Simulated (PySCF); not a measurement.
Fractional electron number in F²⁺ (fluorine, charge +2)

The 2p alpha orbital of [He] 2s2 2p3 is emptied in steps (occupation f), with all orbitals relaxed, ending at [He] 2s2 2p2. All numbers are calculated (PySCF 2.14, no relativity, point nucleus, in aug-cc-pVTZ). The exact energy is a straight line in f; departures are measured from the line between the end points of the same method.

Problem. Among UHF, LDA, PBE, PBE0, r2SCAN, LC-wPBE, BHandHLYP, wB97X, HSE06, B3LYP, which shows the largest delocalisation error (convex curve), and which is closest to linear?

Solution. Most convex: LDA (-2.918 eV at f = 0.5); closest to linear: UHF (0.386 eV).

| f | UHF (eV) | LDA (eV) | PBE (eV) | PBE0 (eV) | r2SCAN (eV) | LC-wPBE (eV) | BHandHLYP (eV) | wB97X (eV) | HSE06 (eV) | B3LYP (eV) |
| --- | --- | --- | --- | --- | --- | --- | --- | --- | --- | --- |
| 1 | 0.000 | 0.000 | 0.000 | 0.000 | 0.000 | 0.000 | 0.000 | 0.000 | 0.000 | 0.000 |
| 0.75 | 0.296 | -2.180 | -2.117 | -1.519 | -1.925 | -1.082 | -0.921 | -1.055 | -1.599 | -1.642 |
| 0.5 | 0.386 | -2.918 | -2.821 | -2.019 | -2.535 | -1.436 | -1.224 | -1.392 | -2.125 | -2.185 |
| 0.25 | 0.283 | -2.192 | -2.107 | -1.506 | -1.878 | -1.066 | -0.912 | -1.023 | -1.583 | -1.631 |
| 0 | 0.000 | 0.000 | 0.000 | 0.000 | 0.000 | 0.000 | 0.000 | 0.000 | 0.000 | 0.000 |

```json
{"method": "UHF", "E(f=0) − E(f=1) (eV)": "62.241", "−ε at f=1 (eV)": "63.855", "−ε at f=0.5 (eV)": "62.207"}
{"method": "LDA", "E(f=0) − E(f=1) (eV)": "63.154", "−ε at f=1 (eV)": "51.584", "−ε at f=0.5 (eV)": "63.121"}
{"method": "PBE", "E(f=0) − E(f=1) (eV)": "62.831", "−ε at f=1 (eV)": "51.559", "−ε at f=0.5 (eV)": "62.854"}
{"method": "PBE0", "E(f=0) − E(f=1) (eV)": "62.911", "−ε at f=1 (eV)": "54.808", "−ε at f=0.5 (eV)": "62.944"}
{"method": "r2SCAN", "E(f=0) − E(f=1) (eV)": "63.155", "−ε at f=1 (eV)": "52.797", "−ε at f=0.5 (eV)": "63.289"}
{"method": "LC-wPBE", "E(f=0) − E(f=1) (eV)": "63.022", "−ε at f=1 (eV)": "57.257", "−ε at f=0.5 (eV)": "63.059"}
{"method": "BHandHLYP", "E(f=0) − E(f=1) (eV)": "62.799", "−ε at f=1 (eV)": "57.878", "−ε at f=0.5 (eV)": "62.823"}
{"method": "wB97X", "E(f=0) − E(f=1) (eV)": "62.714", "−ε at f=1 (eV)": "57.068", "−ε at f=0.5 (eV)": "62.794"}
{"method": "HSE06", "E(f=0) − E(f=1) (eV)": "62.902", "−ε at f=1 (eV)": "54.370", "−ε at f=0.5 (eV)": "62.940"}
{"method": "B3LYP", "E(f=0) − E(f=1) (eV)": "62.924", "−ε at f=1 (eV)": "54.164", "−ε at f=0.5 (eV)": "62.954"}
```

Reference removal energy between the ground levels: 62.708 eV (semi-empirical (NIST evaluation); NIST Atomic Spectra Database, ionization energies). The calculation has no spin-orbit coupling. UHF lacks correlation.
